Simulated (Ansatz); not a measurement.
Ansatz (a program for electronic structure) input (CCSD(T)/def2-SVPD):

Ansatz 0.2 input:
```yaml
crystal:
  periodic: [false, false, false]
  atoms:
    - {symbol: Zn, position_ang: [0.00000000, 0.00000000, 0.00000000]}
    - {symbol: Br, position_ang: [-0.00000000, -0.00000000, -2.27035735]}
    - {symbol: Br, position_ang: [0.00000000, 0.00000000, 2.27035735]}
basis:
  gaussian:
    orbitals: def2-SVPD
total_charge: 1
magnetization: {spin_polarized: true, initial_magnetization: 1}
correlation: {method: ccsd_t, electrons: outside_noble_gas}
output: {forces: true}
```

Output:

```
Functional definition: HF
integrals: 0.31 GiB planned
1101 factors; integrals over basis functions are off by at most 7.4e-4 eV
mean field: 1.17 GiB planned
mean field evaluation 1: about -188342.6733 eV, gradient 1.4e1 eV
mean field evaluation 2: about -188342.6954 eV, gradient 1.4e1 eV
mean field evaluation 4: about -188343.9636 eV, gradient 1.7e0 eV
mean field evaluation 8: about -188343.9998 eV, gradient 2.9e-1 eV
mean field evaluation 16: about -188344.0023 eV, gradient 5.3e-3 eV
mean field evaluation 32: about -188344.4665 eV, gradient 2.7e0 eV
mean field evaluation 64: about -188343.9523 eV, gradient 8.6e-1 eV
mean field evaluation 96: about -188343.5251 eV, gradient 2.0e-5 eV
mean field evaluation 128: about -188342.9714 eV, gradient 2.4e0 eV
mean field evaluation 160: about -188344.5197 eV, gradient 5.4e-6 eV
mean field evaluation 192: about -188344.5197 eV, gradient 1.3e-3 eV
mean field evaluation 224: about -188343.0617 eV, gradient 1.8e-2 eV
mean field evaluation 256: about -188343.0564 eV, gradient 1.7e-1 eV
mean field evaluation 288: about -188340.5454 eV, gradient 7.7e-1 eV
mean field evaluation 320: about -188340.5681 eV, gradient 2.9e-3 eV
mean field evaluation 352: about -188340.5554 eV, gradient 9.5e-1 eV
mean field evaluation 384: about -188340.4495 eV, gradient 7.4e-3 eV
mean field evaluation 416: about -188342.3870 eV, gradient 1.4e1 eV
mean field evaluation 448: about -188343.5251 eV, gradient 4.9e-4 eV
mean field evaluation 480: about -188341.5789 eV, gradient 2.4e-1 eV
mean field evaluation 512: about -188344.0023 eV, gradient 6.5e-6 eV
mean field evaluation 544: about -188343.4213 eV, gradient 2.5e0 eV
mean field evaluation 576: about -188341.5744 eV, gradient 4.2e-1 eV
mean field evaluation 608: about -188343.9898 eV, gradient 1.0e0 eV
mean field evaluation 640: about -188343.0455 eV, gradient 1.1e-1 eV
mean field -188344.51970643 eV, -6921.5334347104 hartree, gradient 5.4e-6 eV, S^2 0.757319; 17 other end points of the search recorded, 0 dependent functions left out
determinant -188344.51970643 eV, -6921.5334347104 hartree, with singles and doubles -188358.61791565 eV, -6922.0515343434 hartree
determinant -188344.00232680 eV, -6921.5144213598 hartree, with singles and doubles -188358.62251858 eV, -6922.0517034979 hartree
determinant -188343.52512064 eV, -6921.4968843571 hartree, with singles and doubles -188358.21263593 eV, -6922.0366405883 hartree
determinant -188343.06179259 eV, -6921.4798573653 hartree, with singles and doubles -188357.40886615 eV, -6922.0071025938 hartree
determinant -188343.04582208 eV, -6921.4792704599 hartree, with singles and doubles -188357.45249574 eV, -6922.0087059515 hartree
determinant -188341.57969587 eV, -6921.4253913154 hartree, with singles and doubles -188356.25344093 eV, -6921.9646415000 hartree
determinant -188344.51970643 eV, -6921.5334347104 hartree, with singles and doubles -188358.62389929 eV, -6922.0517542381 hartree
determinant -188344.00232680 eV, -6921.5144213598 hartree, with singles and doubles -188358.62944037 eV, -6922.0519578688 hartree
determinant -188344.51970643 eV, -6921.5334347104 hartree, with singles and doubles -188358.64925689 eV, -6922.0526861125 hartree
determinant -188344.00232680 eV, -6921.5144213598 hartree, with singles and doubles -188358.62845081 eV, -6922.0519215032 hartree
determinant -188343.52512064 eV, -6921.4968843571 hartree, with singles and doubles -188358.21090724 eV, -6922.0365770600 hartree
37 core orbitals not correlated
reference -188344.51970643 eV, -6921.5334347104 hartree; 13, 12 occupied and 66, 67 virtual orbitals, 1101 factors
densities: 0.96 GiB planned
second order -13.97895683 eV of doubles, -0.00000000 eV of singles
coupled cluster: 0.66 GiB planned
cycle   1  -14.12954824 eV  change    2.2e-6 eV  update   3.9e-6
cycle   2  -14.12955035 eV  change   -2.1e-6 eV  update   2.1e-6
cycle   3  -14.12954962 eV  change    7.3e-7 eV  update   1.8e-6
cycle   4  -14.12954814 eV  change    1.5e-6 eV  update   9.7e-7
cycle   5  -14.12954790 eV  change    2.4e-7 eV  update   8.8e-7
cycle   6  -14.12954720 eV  change    6.9e-7 eV  update   6.6e-7
perturbative correction -0.43532502 eV, -0.0159978993 hartree
the calculation of the forces begins
mean field evaluation 672: about -188344.5197 eV, gradient 5.4e-6 eV
WARN: the results are in doubt because the forces break the atoms' symmetry
Total energy: -188359.08457865 eV, -6922.0686838921 hartree
Atom 0 at     0.000000     0.000000     0.000000 Å, force     0.000000     0.000000     1.629048 eV/Å
Atom 1 at    -0.000000    -0.000000    -2.270357 Å, force     0.000000    -0.000000    -1.214897 eV/Å
Atom 2 at     0.000000     0.000000     2.270357 Å, force     0.000000    -0.000000    -0.414152 eV/Å
Dipole moment:     0.000000    -0.000000    -0.835394 e Å
In doubt: the forces break the atoms' symmetry
```

The spin state was set by rule; other spins were not relaxed.

The program attaches cautions to this result: asymmetric forces.
